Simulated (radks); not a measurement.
The numbers below are computed, except where a source is named.
Task: The samarium ion Sm4+, configuration [Xe] 4f4. Code: a radial shooting solver on a logarithmic mesh with Libxc functionals. Model: Dirac Kohn-Sham, exchange-only LDA, spin-unpolarised, spherical densities, point nucleus; open shells fill j = l - 1/2 first. Some entries of the table are withheld. Estimate them.

| orbital | occ. | eigenvalue (hartree) | <r^2> (bohr^2) |
|---|---|---|---|
| 1s1/2 | 2 | -1713.862 | 0.0007057 |
| 2s1/2 | 2 | -281.5115 | 0.01106 |
| 2p1/2 | 2 | -267.0133 | 0.008056 |
| 2p3/2 | 4 | -244.8906 | 0.009299 |
| 3s1/2 | 2 | -63.16502 | 0.07437 |
| 3p1/2 | 2 | -56.91604 | 0.06949 |
| 3p3/2 | 4 | -52.44075 | 0.07672 |
| 3d3/2 | 4 | -41.56573 | 0.06169 |
| 3d5/2 | 6 | -40.59339 | 0.06371 |
| 4s1/2 | 2 | -14.02513 | 0.3767 |
| 4p1/2 | 2 | -11.62565 | (1) |
| 4p3/2 | 4 | -10.62625 | (2) |
| 4d3/2 | 4 | -6.66471 | 0.5023 |
| 4d5/2 | 6 | -6.48426 | 0.5174 |
| 5s1/2 | 2 | -3.14179 | 2.025 |
| 5p1/2 | 2 | -2.44326 | 2.453 |
| 5p3/2 | 4 | -2.28230 | 2.702 |
| 4f5/2 | 4 | -1.85648 | 0.8966 |
| 4f7/2 | 0 | -1.83233 | 0.9135 |
| 5d3/2 | 0 | -1.31798 | 4.538 |
| 5d5/2 | 0 | -1.29896 | 4.660 |
| 6s1/2 | 0 | -1.10949 | 9.551 |
| 6p1/2 | 0 | -0.90988 | (3) |
| 6p3/2 | 0 | -0.87374 | (4) |
| 5f5/2 | 0 | -0.57871 | 15.24 |
| 5f7/2 | 0 | -0.57735 | 15.34 |

Result: 
(1) 4p1/2 <r^2> (bohr^2): 0.3974
(2) 4p3/2 <r^2> (bohr^2): 0.4366
(3) 6p1/2 <r^2> (bohr^2): 12.11
(4) 6p3/2 <r^2> (bohr^2): 13.04
